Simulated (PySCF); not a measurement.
C₂H₆ClFSi, SMILES C([C@H](Cl)F)[SiH3].

Geometry optimised at PBE-D3(BJ)/def2-SVP. The structure was generated by enumeration; whether it is a known compound was not checked. One conformer was computed; it need not be the lowest.

Two levels are set side by side: TDDFT-PBE/def2-SVPD (PySCF) and TDDFT-B3LYP/def2-SVPD (PySCF). Vertical, same geometry. The lowest singlet is HOMO→LUMO 98 % with PBE and HOMO→LUMO 95 % with the other functional; states are paired by order. Differences are taken from unrounded values.

```json
[
 {"quantity": "lowest singlet excitation (eV)", "TDDFT-PBE": "6.76"},
 {"quantity": "lowest triplet excitation (TDA) (eV)", "TDDFT-PBE": "6.16"}
]
```

Problem. These are the TDDFT-PBE values. What does TDDFT-B3LYP give? (An estimate is asked for; the answer gives what the named calculation found.)

Solution. 
| quantity | TDDFT-B3LYP | TDDFT-PBE minus TDDFT-B3LYP |
|---|---|---|
| lowest singlet excitation (eV) | 7.09 | -0.34 |
| lowest triplet excitation (TDA) (eV) | 6.43 | -0.27 |

Functionals without exact exchange tend to place singlet excitations lower, as here. Differences between two approximate levels are no errors against the true value.

Rough cost on one machine, each run with all the roots and properties that it gave: TDDFT-B3LYP against TDDFT-PBE about 4 times.
